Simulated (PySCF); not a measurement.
# Mayer bond orders and bond lengths

Compound: C9H14.
Atom-mapped SMILES: `[CH2:1]1[CH2:2][CH:3]1[C@:4]12[CH2:5][CH2:6][C@H:7]([CH2:8]1)[CH2:9]2` (hydrogens: H10, H11 on C1; H12, H13 on C2; H14 on C3; H15, H16 on C5; H17, H18 on C6; H19 on C7; H20, H21 on C8; H22, H23 on C9)

Cartesian coordinates in Å at the GFN2-xTB level; atoms count from 1:
```xyz
23
C9H14 angstrom
C      2.3989    0.6904    0.4856
C      2.4115    0.1212   -0.8997
C      1.2117    0.8782   -0.4130
C     -0.0815    0.1838   -0.1196
C     -1.0848    0.9426    0.7639
C     -2.2361   -0.0866    0.7791
C     -1.5981   -1.1673   -0.0942
C     -0.1749   -1.2343    0.4785
C     -1.0081   -0.3350   -1.2410
H      2.3028    0.0027    1.3117
H      3.0252    1.5431    0.7000
H      2.3358   -0.9495   -1.0085
H      3.0443    0.5851   -1.6411
H      1.0686    1.8715   -0.8266
H     -0.6800    1.1381    1.7563
H     -1.3781    1.8931    0.3188
H     -3.1533    0.3069    0.3412
H     -2.4609   -0.4492    1.7818
H     -2.1818   -2.0653   -0.2795
H      0.4523   -1.9624   -0.0287
H     -0.0734   -1.3357    1.5573
H     -1.6616    0.3856   -1.7285
H     -0.4832   -0.9300   -1.9837
```

Bond orders from the PBE0/pcSseg-1 density (PySCF). Geometry: GFN2-xTB, one conformer, isolated molecule.

(1) Where do the orders between heavy atoms depart from those drawn in the SMILES?

(2) Set the Mayer orders of the bonds between heavy atoms beside their lengths.

## Answers

(1) The largest departure is 0.075, at C9–C4 (drawn single, 0.925).

(2) 
| bond | drawn as | length (Å) | Mayer order |
| --- | --- | --- | --- |
| C1–C2 | single | 1.498 | 0.981 |
| C2–C3 | single | 1.500 | 0.963 |
| C3–C4 | single | 1.497 | 1.034 |
| C4–C5 | single | 1.537 | 1.030 |
| C5–C6 | single | 1.544 | 1.008 |
| C6–C7 | single | 1.529 | 1.004 |
| C7–C8 | single | 1.536 | 0.943 |
| C7–C9 | single | 1.535 | 0.943 |
| C3–C1 | single | 1.501 | 0.958 |
| C8–C4 | single | 1.542 | 0.932 |
| C9–C4 | single | 1.544 | 0.925 |

By pair of heavy elements: C–C: lowest C9–C4 (0.925, 1.544 Å), highest C3–C4 (1.034, 1.497 Å); in 12 of the 55 pairs the longer bond (by over 0.003 Å) has the higher order (by 0.02 or more).

Q: And the bonds to hydrogen?

A: C–H: 0.95 to 0.99 (14 bonds).

Q: Sum the orders of all bonds at each heavy atom with more than one neighbour and set the sums beside the valence in the SMILES.

A: C1 3.846 (drawn 4), C2 3.849 (drawn 4), C3 3.901 (drawn 4), C4 3.921 (drawn 4), C5 3.937 (drawn 4), C6 3.912 (drawn 4), C7 3.884 (drawn 4), C8 3.779 (drawn 4), C9 3.782 (drawn 4). Orders between atoms that aren't bonded are not in these sums.

The Mayer order sums products of elements of PS (density times overlap matrix) between the two atoms' basis functions, so it depends on the basis set.
